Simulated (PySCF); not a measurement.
Calculated NMR parameters of C=C[C@@H]1COCC(=O)[SiH2]1

* Formula: C6H10O2Si
* SMILES: C=C[C@@H]1COCC(=O)[SiH2]1
* InChI: InChI=1S/C6H10O2Si/c1-2-5-3-8-4-6(7)9-5/h2,5H,1,3-4,9H2/t5-/m1/s1
* Point group of the computed structure: C1
* Degrees of unsaturation: 3
* Carbon signals: 6
* Proton signals: 10

Atoms are numbered as in `[CH2:1]=[CH:2][C@@H:3]1[CH2:4][O:5][CH2:6][C:7](=[O:8])[SiH2:9]1`. Hydrogens are named by the atom that carries them. Ha(C4), Ha(C6), Ha(Si9) are cis to C2 on the ring; Ha(C1) is cis to C3; Hb(C4), Hb(C6), Hb(Si9) are trans to C2 on the ring; Hb(C1) is trans to C3.

Method: coordinates at the GFN2-xTB level, GIAO PBE0/pcSseg-1 shieldings, in PySCF (no solvent model, non-relativistic Hamiltonian, single conformer).

Chemical shifts δ = σref − σ; 1H, 13C, 29Si against TMS; 17O vs H2O, all at this level.

```tsv
carbon	δC, type	δH (multiplicity)	HMBC from (2–3 bonds)	span of the C tensor (ppm)
C1	119.0, CH2	Ha(C1) 5.36 (m); Hb(C1) 5.40 (m)	H(C2), H(C3)	201
C2	148.6, CH	6.82 (m)	Hb(C1), Ha(C1), Ha(C4), Hb(Si9), Ha(Si9), Hb(C4), H(C3)	250
C3	37.0, CH	2.40 (m)	H(C2), Hb(C1), Ha(C1), Ha(C4), Hb(Si9), Ha(Si9), Hb(C4)	24
C4	74.6, CH2	Hb(C4) 3.78 (m); Ha(C4) 4.42 (m)	H(C2), Ha(C6), Hb(Si9), Ha(Si9), Hb(C6), H(C3)	68
C6	90.7, CH2	Hb(C6) 3.87 (m); Ha(C6) 4.43 (m)	Ha(C4), Hb(Si9), Ha(Si9), Hb(C4)	39
C7	249.3, C	–	Ha(C6), Hb(Si9), Ha(Si9), Hb(C6), H(C3)	281
```

Other nuclei:
| atoms | nucleus | environment | δ (ppm) | σ (ppm) |
| --- | --- | --- | --- | --- |
| Hb(Si9) | 1H | hydrogen on a silicon bonded to 2 C, in a 6-membered ring | 4.40 | 27.31 |
| Ha(Si9) | 1H | hydrogen on a silicon bonded to 2 C, in a 6-membered ring | 3.96 | 27.76 |
| Si9 | 29Si | silicon bonded to 2 C, 2 H, in a 6-membered ring | -66.8 | 416.0 |
| O8 | 17O | carbonyl oxygen | 866.7 | -530.6 |
| O5 | 17O | ether oxygen | 37.9 | 298.2 |

Carbon types of the structure: 1 × C, 2 × CH, 3 × CH2, leaving 2 H on heteroatoms. δC 249.3: carbonyl carbon. δC 148.6: alkene CH; an sp2 carbon of a C=C bond. δC 119.0: terminal =CH2 carbon; as expected for a trigonal carbon in a double bond. δC 90.7: sp3 CH2 bonded to O, α to a carbonyl; pulled downfield by the heteroatom. δC 74.6: sp3 CH2 bonded to O; pulled downfield by the heteroatom.

Shifts are as computed. Against solution values, carbons near 30 ppm lie about +3 ppm off and those near 130 ppm about +5 ppm. Of 1309 compounds with measured shifts, 239 miss one by over three times the rms of a fit or turn the order of signals round; such compounds aren't used in these exercises. Unscaled 17O shifts of doubly bonded oxygen tend to come out too high, by tens of ppm or more. Experimental scales use liquid or dissolved standards, which lie at an offset from isolated H2O (liquid H2O: subtract about 36 ppm). Multiplicities follow the n + 1 count of equivalent neighbours, as no J values were calculated; m marks all less simple cases, F and P coupling included.
